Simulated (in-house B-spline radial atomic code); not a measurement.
## The lutetium ion Lu²⁺: [Xe] 4f14 7d1 (an excited or competing configuration)

Level of theory: Dirac-Hartree-Fock, average of configuration, Fermi nucleus of rms radius 5.37 fm; calculated with a radial B-spline atomic code at the basis-set limit.

Effective charges: Z_r = [3n² - l(l+1)]/(2<r>) from the radius, Z_e = n√(-2ε) from the energy, and Slater's rules. Values are occupation-weighted means over j. An effective charge above Z reflects the relativistic contraction of the inner shells.

| shell | electrons | ε (eV) | <r> (bohr) | Z_r | Z_e | Slater |
| --- | --- | --- | --- | --- | --- | --- |
| 1s | 2 | -63732 | 0.01932 | 77.64 | 68.44 | 70.70 |
| 2s | 2 | -10998 | 0.08118 | 73.91 | 56.86 | 66.85 |
| 2p | 6 | -9727.3 | 0.07253 | 68.93 | 53.48 | 66.85 |
| 3s | 2 | -2567.6 | 0.2116 | 63.80 | 41.21 | 59.75 |
| 3p | 6 | -2174.6 | 0.2111 | 59.21 | 37.93 | 59.75 |
| 3d | 10 | -1675.5 | 0.1925 | 54.55 | 33.29 | 49.85 |
| 4s | 2 | -558.75 | 0.4786 | 50.15 | 25.63 | 43.25 |
| 4p | 6 | -426.37 | 0.5072 | 45.35 | 22.39 | 43.25 |
| 4d | 10 | -244.69 | 0.5495 | 38.21 | 16.96 | 31.85 |
| 5s | 2 | -96.189 | 1.188 | 31.56 | 13.29 | 13.35 |
| 5p | 6 | -61.751 | 1.381 | 26.43 | 10.65 | 13.35 |
| 4f | 14 | -45.203 | 0.6982 | 25.78 | 7.29 | 20.45 |
| 7d | 1 | -5.5969 | 10.06 | 7.01 | 4.49 | 3.00 |

The least bound orbital is 7d5/2 at -5.58 eV, and it is also the most diffuse (<r> = 10.09 bohr).

Spin-orbit splittings of the orbital energies (j = l + 1/2 above j = l - 1/2 when positive): 2p 1120 eV, 3p 242.9 eV, 3d 52.5 eV, 4p 55.74 eV, 4d 10.41 eV, 5p 7.442 eV, 4f 1.743 eV, 7d 0.04165 eV.

For the 1s electron the small component carries 7.11 % of the norm, the zero-frequency Breit interaction raises the level by 212.1 eV, self-energy by 130.8 eV, and vacuum polarisation lowers it by 23.65 eV.
